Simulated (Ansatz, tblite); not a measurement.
Removing and adding an electron: GeEt2Me2 (C6H16Ge). Charge 0, multiplicity 1. Geometry: r2SCAN-D4/def2-SVP. Ansatz, gas phase; energy differences of separate SCF runs; the oxidised species was run as a doublet alone; the reduced species was run as a doublet alone.

Cartesian coordinates in Å:
```
Ge -0.3668 0.1119 -0.1860
C -0.4892 -1.7164 -0.9046
C 0.8624 -2.3514 -1.2323
H -1.1275 -1.6804 -1.8061
H -1.0385 -2.3321 -0.1694
H 0.7547 -3.3729 -1.6353
H 1.4150 -1.7633 -1.9842
H 1.5064 -2.4222 -0.3397
C 0.6112 0.0903 1.5231
C 0.7305 1.4637 2.1847
H 1.6140 -0.3350 1.3380
H 0.0987 -0.6205 2.1967
H 1.2859 1.4191 3.1372
H 1.2582 2.1827 1.5356
H -0.2600 1.8948 2.4073
C -2.1709 0.8239 0.0980
H -2.1349 1.8644 0.4576
H -2.7175 0.2223 0.8418
H -2.7447 0.8094 -0.8423
C 0.5869 1.2555 -1.4629
H 0.5933 2.3028 -1.1219
H 0.1007 1.2235 -2.4511
H 1.6322 0.9299 -1.5841
```

The xTB rows come from tblite. B3LYP takes the VWN-RPA correlation. HOMO above LUMO, or a gap near zero within one spin, warns that the state may not be the lowest or that an electron is smeared out.

Q: Estimate orbital energies and vertical ionisation energies and electron affinities at: GFN1-xTB; GFN2-xTB; PBE-D4/def2-TZVP; PBE-D4/def2-TZVPD; B3LYP-D4/def2-TZVP; B3LYP-D4/def2-TZVPD; PBE0-D4/def2-TZVP; PBE0-D4/def2-TZVPD.

A: 
```json
{"level": "GFN1-xTB", "−HOMO (eV)": "11.45", "vertical IE (eV)": "13.86", "−LUMO (eV)": "4.45", "vertical EA (eV)": "2.15", "HOMO–LUMO gap (eV)": "7.00", "IE − EA (eV)": "11.71", "remarks": "–"}
{"level": "GFN2-xTB", "−HOMO (eV)": "10.47", "vertical IE (eV)": "12.94", "−LUMO (eV)": "1.79", "vertical EA (eV)": "-0.83", "HOMO–LUMO gap (eV)": "8.68", "IE − EA (eV)": "13.77", "remarks": "–"}
{"level": "PBE-D4/def2-TZVP", "−HOMO (eV)": "6.26", "vertical IE (eV)": "8.89", "−LUMO (eV)": "-0.06", "vertical EA (eV)": "–", "HOMO–LUMO gap (eV)": "6.32", "IE − EA (eV)": "–", "remarks": "gap within one spin near zero (+1 doublet)"}
{"level": "PBE-D4/def2-TZVPD", "−HOMO (eV)": "6.27", "vertical IE (eV)": "–", "−LUMO (eV)": "0.47", "vertical EA (eV)": "-0.82", "HOMO–LUMO gap (eV)": "5.80", "IE − EA (eV)": "–", "remarks": "HOMO above zero (-1 doublet)"}
{"level": "B3LYP-D4/def2-TZVP", "−HOMO (eV)": "7.27", "vertical IE (eV)": "9.24", "−LUMO (eV)": "-0.51", "vertical EA (eV)": "–", "HOMO–LUMO gap (eV)": "7.79", "IE − EA (eV)": "–", "remarks": "–"}
{"level": "B3LYP-D4/def2-TZVPD", "−HOMO (eV)": "7.28", "vertical IE (eV)": "–", "−LUMO (eV)": "0.09", "vertical EA (eV)": "-0.87", "HOMO–LUMO gap (eV)": "7.18", "IE − EA (eV)": "–", "remarks": "HOMO above zero (-1 doublet)"}
{"level": "PBE0-D4/def2-TZVP", "−HOMO (eV)": "7.46", "vertical IE (eV)": "9.21", "−LUMO (eV)": "-0.83", "vertical EA (eV)": "–", "HOMO–LUMO gap (eV)": "8.29", "IE − EA (eV)": "–", "remarks": "–"}
{"level": "PBE0-D4/def2-TZVPD", "−HOMO (eV)": "7.47", "vertical IE (eV)": "–", "−LUMO (eV)": "-0.16", "vertical EA (eV)": "-1.04", "HOMO–LUMO gap (eV)": "7.63", "IE − EA (eV)": "–", "remarks": "HOMO above zero (-1 doublet)"}
```

   A HOMO above zero means that the electron is unbound at that level or that self-interaction error raises the level; the energy of removing that electron tells which. Raw xTB energy differences between charge states are shifted by several eV; the methods need an empirical correction for them. A negative affinity means that the extra electron isn't bound; its size then hangs on the basis.
